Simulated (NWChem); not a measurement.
System: CH5Cl2FSi2; SMILES C[Si@@H](Cl)[Si@@H](F)Cl

The following NWChem deck was run.

```
start job
memory heap 200 mb stack 900 mb global 1100 mb
geometry units angstroms noautoz
  C     -1.913561     1.537987    -0.753758
  Si    -0.087812     1.140293    -0.741677
  Cl     0.791251     1.920148     0.972596
  Si     0.247010    -1.179049    -0.649336
  F      1.814144    -1.513926    -0.396175
  Cl    -0.834756    -1.891828     0.958599
  H     -2.069287     2.625410    -0.684800
  H     -2.414572     1.056799     0.099502
  H     -2.381885     1.178938    -1.684235
  H      0.610114     1.729813    -1.922729
  H     -0.176507    -1.943051    -1.855250
end
basis spherical
  * library def2-tzvp
end
dft
  xc b3lyp
  iterations 150
  semidirect filesize 400000000
  mulliken
end
task dft energy
```

Output (shortened):

```
             Northwest Computational Chemistry Package (NWChem) 7.3.0
             --------------------------------------------------------

 C1  symmetry detected

                             Geometry "geometry" -> ""
                             -------------------------

 Output coordinates in angstroms (scale by  1.889725989 to convert to a.u.)

  No.       Tag          Charge          X              Y              Z
 ---- ---------------- ---------- -------------- -------------- --------------
    1 C                    6.0000    -1.96079205     1.54522511    -0.58049987
    2 Si                  14.0000    -0.13802696     1.15211007    -0.70155318
    3 Cl                  17.0000     0.85556801     1.89995123     0.96372761
    4 Si                  14.0000     0.20517857    -1.16773393    -0.67888769
    5 F                    9.0000     1.78639287    -1.50351689    -0.54049253
    6 Cl                  17.0000    -0.76290274    -1.91519808     0.98479571
    7 H                    1.0000    -2.11275390     2.63065131    -0.47924711
    8 H                    1.0000    -2.40152155     1.04584158     0.29527415
    9 H                    1.0000    -2.49138139     1.20356258    -1.48370121
   10 H                    1.0000     0.47654277     1.76684264    -1.91560683
   11 H                    1.0000    -0.29910166    -1.90866636    -1.86801127

 Effective nuclear repulsion energy (a.u.)     527.3871303395

                                 NWChem DFT Module
                                 -----------------

 Summary of "ao basis" -> "ao basis" (spherical)
 ------------------------------------------------------------------------------
       Tag                 Description            Shells   Functions and Types
 ---------------- ------------------------------  ------  ---------------------
 C                         def2-tzvp                11       31   5s3p2d1f
 Si                        def2-tzvp                13       37   5s5p2d1f
 Cl                        def2-tzvp                13       37   5s5p2d1f
 F                         def2-tzvp                11       31   5s3p2d1f
 H                         def2-tzvp                 4        6   3s1p

            General Information
            -------------------
          SCF calculation type: DFT
          Wavefunction type:  closed shell.
          No. of atoms     :    11
          No. of electrons :    82
           Alpha electrons :    41
            Beta electrons :    41
          Charge           :     0
          Spin multiplicity:     1
          Use of symmetry is: off; symmetry adaption is: off
          Maximum number of iterations: 150
          AO basis - number of functions:   240
                     number of shells:    94
          Convergence on energy requested:  1.00D-06
          Convergence on density requested:  1.00D-05
          Convergence on gradient requested:  5.00D-04

              XC Information
              --------------
                         B3LYP Method XC Potential
                     Hartree-Fock (Exact) Exchange  0.200
                        Slater Exchange Functional  0.800 local
                    Becke 1988 Exchange Functional  0.720 non-local
              Lee-Yang-Parr Correlation Functional  0.810
                  VWN I RPA Correlation Functional  0.190 local

             Grid Information
             ----------------
          Grid used for XC integration:  medium
          Radial quadrature: Mura-Knowles
          Angular quadrature: Lebedev.
          Tag              B.-S. Rad. Rad. Pts. Rad. Cut. Ang. Pts.
          ---              ---------- --------- --------- ---------
          C                   0.70       49          11.0       434
          Si                  1.10       88          12.0       590
          Cl                  1.00       88          13.0       590
          F                   0.50       49          14.0       434
          H                   0.35       45          13.0       434
          Grid pruning is: on
          Number of quadrature shells:   675
          Spatial weights used:  Erf1

      Superposition of Atomic Density Guess
      -------------------------------------

 Sum of atomic energies:       -1636.21465078

      Non-variational initial energy
      ------------------------------

 Total energy =   -1638.097952
 1-e energy   =   -3314.976462
 2-e energy   =    1149.491380
 HOMO         =      -0.296425
 LUMO         =       0.007637

------------------------------------------------------------
EAF file 0: "./job.aoints.0" size=1001914368 bytes
------------------------------------------------------------
               write      read    awrite     aread      wait
               -----      ----    ------     -----      ----
     calls:     1911         0         0         0         0
   data(b): 1.00e+09  0.00e+00  0.00e+00  0.00e+00
   time(s): 0.00e+00  0.00e+00  0.00e+00  0.00e+00  0.00e+00
rate(mb/s): 0.00e+00  0.00e+00
------------------------------------------------------------

     ---------------------------------------------
      Total Density - Mulliken Population Analysis
     ---------------------------------------------

    Atom       Charge   Shell Charges
 -----------   ------   -------------------------------------------------------
    1 C    6     6.74   0.86  1.12  0.56  0.69  0.11  1.29  1.56  0.52  0.01  0.02  0.00
    2 Si  14    13.37   2.00  0.59  1.39  0.85  0.46  4.11  1.73  0.48  1.15  0.32  0.10  0.16  0.03
    3 Cl  17    17.41   2.01  0.45  1.52  1.11  0.84  4.19  1.69  1.11  2.96  1.51  0.00  0.02  0.00
    4 Si  14    13.05   2.00  0.59  1.39  0.84  0.41  4.10  1.74  0.45  0.96  0.23  0.14  0.16  0.06
    5 F    9     9.52   0.77  1.20  0.61  1.02  0.31  2.37  2.36  0.88  0.00  0.01  0.00
    6 Cl  17    17.39   2.01  0.45  1.52  1.11  0.84  4.19  1.69  1.11  2.96  1.50  0.00  0.02  0.00
    7 H    1     0.81   0.23  0.43  0.12  0.02
    8 H    1     0.81   0.23  0.43  0.12  0.02
    9 H    1     0.81   0.23  0.43  0.12  0.02
   10 H    1     1.05   0.23  0.54  0.27  0.01
   11 H    1     1.06   0.23  0.53  0.29  0.01

   convergence    iter        energy       DeltaE   RMS-Dens  Diis-err
 ---------------- ----- ----------------- --------- --------- ---------
 d= 0,ls=0.0,diis     1  -1640.5862833129 -2.17D+03  4.64D-03  2.13D+00
 d= 0,ls=0.0,diis     2  -1640.5321893765  5.41D-02  3.26D-03  1.78D+00
 d= 0,ls=0.0,diis     3  -1640.6710292532 -1.39D-01  8.69D-04  4.28D-01
 d= 0,ls=0.0,diis     4  -1640.7031757105 -3.21D-02  3.45D-04  1.05D-02
 d= 0,ls=0.0,diis     5  -1640.7044354331 -1.26D-03  8.86D-05  1.62D-03
  Resetting Diis
 d= 0,ls=0.0,diis     6  -1640.7046073676 -1.72D-04  1.77D-05  3.31D-05
 d= 0,ls=0.0,diis     7  -1640.7046101382 -2.77D-06  6.86D-06  2.27D-06
 d= 0,ls=0.0,diis     8  -1640.7046099957  1.42D-07  3.77D-06  3.98D-06

         Total DFT energy =    -1640.704609995730
      One electron energy =    -3319.437741130389
           Coulomb energy =     1267.685172239174
    Exchange-Corr. energy =     -116.339171444002
 Nuclear repulsion energy =      527.387130339488

 Numeric. integr. density =       82.000004207933

                       DFT Final Molecular Orbital Analysis
                       ------------------------------------

 Vector   39  Occ=2.000000D+00  E=-3.377036D-01
              MO Center= -7.3D-02, -2.6D-01,  7.4D-01, r^2= 5.7D+00
   Bfn.  Coefficient  Atom+Function         Bfn.  Coefficient  Atom+Function
  ----- ------------  ---------------      ----- ------------  ---------------
    84      0.295867   3 Cl py              189      0.253033   6 Cl py
   190      0.250938   6 Cl pz               87      0.189421   3 Cl py
   192      0.162858   6 Cl py              193      0.162140   6 Cl pz
   188      0.157521   6 Cl px               81      0.142173   3 Cl py
    83     -0.129041   3 Cl px              186      0.122114   6 Cl py

 Vector   40  Occ=2.000000D+00  E=-3.222228D-01
              MO Center=  3.0D-01,  1.7D+00,  2.6D-01, r^2= 3.4D+00
   Bfn.  Coefficient  Atom+Function         Bfn.  Coefficient  Atom+Function
  ----- ------------  ---------------      ----- ------------  ---------------
    83      0.368487   3 Cl px               86      0.249305   3 Cl px
    85     -0.236182   3 Cl pz               80      0.180609   3 Cl px
     6      0.159816   1 C  px               88     -0.159926   3 Cl pz
    74     -0.145069   3 Cl px              230     -0.133643  10 H  s
     9      0.128535   1 C  px              231     -0.127601  10 H  s

 Vector   41  Occ=2.000000D+00  E=-2.922443D-01
              MO Center=  5.2D-04,  8.3D-02, -2.8D-01, r^2= 5.0D+00
   Bfn.  Coefficient  Atom+Function         Bfn.  Coefficient  Atom+Function
  ----- ------------  ---------------      ----- ------------  ---------------
    84     -0.245481   3 Cl py              121     -0.239060   4 Si py
    47      0.232598   2 Si py              189      0.216407   6 Cl py
    87     -0.187486   3 Cl py              192      0.161060   6 Cl py
   237      0.152485  11 H  s                36     -0.137726   2 Si s
   109     -0.136851   4 Si s               236      0.124692  11 H  s

 Vector   42  Occ=0.000000D+00  E=-4.096933D-02
              MO Center= -3.9D-02, -2.2D-02, -7.0D-01, r^2= 5.0D+00
   Bfn.  Coefficient  Atom+Function         Bfn.  Coefficient  Atom+Function
  ----- ------------  ---------------      ----- ------------  ---------------
     5      0.638918   1 C  s                49      0.429179   2 Si px
    51      0.407038   2 Si pz              123      0.353249   4 Si px
   124     -0.330285   4 Si py               73     -0.297977   3 Cl s
   213     -0.231729   7 H  s                46      0.190185   2 Si px
    88      0.185160   3 Cl pz               36      0.174190   2 Si s

 Vector   43  Occ=0.000000D+00  E=-2.792405D-02
              MO Center= -7.1D-02, -1.4D-01, -7.2D-01, r^2= 5.3D+00
   Bfn.  Coefficient  Atom+Function         Bfn.  Coefficient  Atom+Function
  ----- ------------  ---------------      ----- ------------  ---------------
     5      0.727079   1 C  s               110     -0.489196   4 Si s
    50     -0.438343   2 Si py              123      0.389505   4 Si px
   125     -0.349923   4 Si pz              178      0.346644   6 Cl s
    51     -0.340428   2 Si pz              213     -0.284817   7 H  s
   193     -0.230733   6 Cl pz              231     -0.228205  10 H  s

 Vector   44  Occ=0.000000D+00  E= 1.613527D-02
              MO Center= -1.1D-01, -1.8D-01, -6.5D-01, r^2= 6.7D+00
   Bfn.  Coefficient  Atom+Function         Bfn.  Coefficient  Atom+Function
  ----- ------------  ---------------      ----- ------------  ---------------
   110     -1.784128   4 Si s                36      1.649104   2 Si s
    50     -0.759799   2 Si py                5     -0.747339   1 C  s
   237      0.602895  11 H  s               124     -0.499641   4 Si py
   109     -0.474315   4 Si s               225      0.341684   9 H  s
    35      0.332811   2 Si s               213      0.293533   7 H  s

------------------------------------------------------------
EAF file 0: "./job.aoints.0" size=1739587584 bytes
------------------------------------------------------------
               write      read    awrite     aread      wait
               -----      ----    ------     -----      ----
     calls:     3318         7         0     23219     23219
   data(b): 1.74e+09  3.67e+06  0.00e+00  1.22e+10
   time(s): 0.00e+00  0.00e+00  0.00e+00  0.00e+00  0.00e+00
rate(mb/s): 0.00e+00  0.00e+00
------------------------------------------------------------

     ---------------------------------------------
      Total Density - Mulliken Population Analysis
     ---------------------------------------------

    Atom       Charge   Shell Charges
 -----------   ------   -------------------------------------------------------
    1 C    6     6.45   0.85  1.12  0.52  0.64  0.11  1.34  1.32  0.52  0.01  0.01  0.00
    2 Si  14    13.65   2.00  0.57  1.39  0.92  0.39  4.13  1.68  0.61  1.30  0.24  0.15  0.22  0.04
    3 Cl  17    17.25   2.01  0.43  1.52  1.15  0.79  4.19  1.67  1.14  2.81  1.50  0.01  0.03  0.00
    4 Si  14    13.41   2.00  0.57  1.40  0.92  0.29  4.13  1.68  0.60  1.12  0.16  0.22  0.25  0.08
    5 F    9     9.31   0.77  1.20  0.61  0.97  0.35  2.29  2.13  0.98  0.00  0.01  0.00
    6 Cl  17    17.24   2.01  0.43  1.52  1.15  0.79  4.19  1.67  1.14  2.81  1.48  0.01  0.03  0.00
    7 H    1     0.86   0.27  0.47  0.10  0.02
    8 H    1     0.86   0.27  0.47  0.10  0.02
    9 H    1     0.87   0.27  0.47  0.10  0.02
   10 H    1     1.04   0.25  0.53  0.25  0.01
   11 H    1     1.05   0.25  0.53  0.27  0.01

     -------------------------------------------
      Total Density - Lowdin Population Analysis
     -------------------------------------------

    Atom       Charge   Shell Charges
 -----------   ------   -------------------------------------------------------
    1 C    6     6.46   0.91  1.04  0.38  0.37  0.19  1.16  1.48  0.76  0.01  0.14  0.01
    2 Si  14    14.11   2.00  0.84  1.10  0.52  0.33  3.85  1.87  0.69  1.19  0.66  0.15  0.74  0.18
    3 Cl  17    16.79   1.98  0.84  1.14  0.91  0.75  3.93  1.90  1.27  2.46  1.57  0.01  0.04  0.00
    4 Si  14    14.19   2.00  0.83  1.09  0.54  0.34  3.85  1.87  0.68  1.07  0.58  0.23  0.81  0.29
    5 F    9     9.01   0.86  1.10  0.60  0.72  0.39  2.15  2.14  1.04  0.00  0.01  0.00
    6 Cl  17    16.77   1.98  0.84  1.14  0.90  0.75  3.93  1.90  1.27  2.46  1.56  0.01  0.04  0.00
    7 H    1     0.87   0.25  0.39  0.16  0.06
    8 H    1     0.87   0.25  0.39  0.16  0.06
    9 H    1     0.87   0.25  0.39  0.17  0.06
   10 H    1     1.03   0.25  0.47  0.29  0.02
   11 H    1     1.05   0.25  0.47  0.30  0.02

     Multipole analysis of the density
     ---------------------------------

     L   x y z        total         alpha         beta         nuclear
     -   - - -        -----         -----         ----         -------
     0   0 0 0      0.000000    -41.000000    -41.000000     82.000000

     1   1 0 0     -0.863062     -0.431531     -0.431531     -0.000000
     1   0 1 0      0.350737      0.175369      0.175369      0.000000
     1   0 0 1     -0.745157     -0.372578     -0.372578     -0.000000

     2   2 0 0    -48.961735   -188.281994   -188.281994    327.602252
     2   1 1 0     -0.826065      8.719717      8.719717    -18.265499
     2   1 0 1      0.790898     -3.953904     -3.953904      8.698706
     2   0 2 0    -49.362523   -403.740488   -403.740488    758.118452
     2   0 1 1     -0.456875      2.946063      2.946063     -6.349000
     2   0 0 2    -46.888749   -130.482250   -130.482250    214.075750
```

Level: B3LYP/def2-TZVP. All runs use the structure optimised with PBE0/def2-SVP.
